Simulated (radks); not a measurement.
Values are calculated unless marked as measured or tabulated.
Br+, configuration [Ar] 3d10 4s2 4p4.

Level of theory: Dirac Kohn-Sham, PBE, spin-unpolarised, spherical densities, finite nucleus; open shells are shared between the two j in proportion to 2j + 1; Fermi nuclear charge, rms radius 4.1629 fm (a radial shooting solver on a logarithmic mesh with Libxc functionals).

Energy parts (eV):
total: -70915.838
kinetic: 72718.636
electron-nucleus: -170914.812
Hartree: 29780.287
exchange-correlation: -2499.950

Orbitals (lengths in bohr, moments of r in powers of bohr; r(max) is where P^2 peaks):
orbital     occ.  eigenvalue (eV)   r(max)   <1/r>      <r>       <r^4>  small-component weight
1s1/2          2        -13324.61  0.02791   35.66  0.04275  0.00001561                1.61e-02
2s1/2          2        -1743.516   0.1593   7.955   0.1893    0.003100                3.18e-03
2p1/2          2        -1571.173   0.1252   7.922   0.1627    0.002134                3.18e-03
2p3/2          4        -1523.668   0.1285   7.662   0.1666    0.002308                3.10e-03
3s1/2          2        -249.1869   0.4842   2.606   0.5512      0.1944                7.66e-04
3p1/2          2        -189.2618   0.4754   2.488   0.5569      0.2242                7.15e-04
3p3/2          4        -182.4260   0.4841   2.426   0.5674      0.2413                6.95e-04
3d3/2          4         -78.5359   0.4294   2.163   0.5875      0.3995                5.74e-04
3d5/2          6         -77.4498   0.4322   2.147   0.5916      0.4107                5.68e-04
4s1/2          2         -30.3868    1.407  0.8138    1.634       14.70                1.18e-04
4p1/2    1.33333         -17.8535    1.606  0.6792    1.937       31.92                8.52e-05
4p3/2    2.66667         -17.2838    1.636  0.6648    1.974       34.43                8.23e-05

The highest occupied level is 4p3/2 at -17.284 eV. For comparison, the ionisation energy in NIST's Atomic Spectra Database is 21.591 eV (measured). In exact Kohn-Sham theory the highest level is minus the ionisation energy, but local and semilocal functionals leave it too shallow, through self-interaction and a potential that decays too fast; potentials with the right tail come closer.

Beside tabulated values, note that spin-unpolarised runs miss the spin-polarisation part of the exchange energy of open shells.
